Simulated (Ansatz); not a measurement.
tin monoxide (OSn), singlet, geometry from GFN2-xTB (such geometries of metal compounds can be far from the true shape) (core potentials on Sn); B97M-V/def2-SVP in Ansatz (a first-principles code).

Ansatz was given this input:
Ansatz 0.2 input:
```yaml
crystal:
  periodic: [false, false, false]
  atoms:
    - {symbol: Sn, position_ang: [-0.00000000, -0.00000000, -0.24879316]}
    - {symbol: O, position_ang: [0.00000000, 0.00000000, 1.55495727]}
basis:
  gaussian:
    orbitals: def2-SVP
hamiltonian:
  xc: {name: B97M-V}
```

Output, abridged:

```
Functional definition: B97M-V
434 factors; their error is unknown
mean field evaluation 1: about -7863.0460 eV, gradient 7.2e1 eV
mean field evaluation 2: about -7688.0578 eV, gradient 1.8e2 eV
mean field evaluation 4: about -7874.8622 eV, gradient 1.1e1 eV
mean field evaluation 8: about -7875.3020 eV, gradient 4.3e-1 eV
mean field evaluation 16: about -7875.2962 eV, gradient 7.5e-6 eV
mean field -7875.29620399 eV, -289.4117974290 hartree, gradient 4.9e-6 eV, S^2 0.000000; 0 other end points of the search recorded, 0 dependent functions left out
reference -7875.29624106 eV, -289.4117987916 hartree; 15, 15 occupied and 25, 25 virtual orbitals, 434 factors
Total energy: -7875.29624106 eV, -289.4117987916 hartree
```
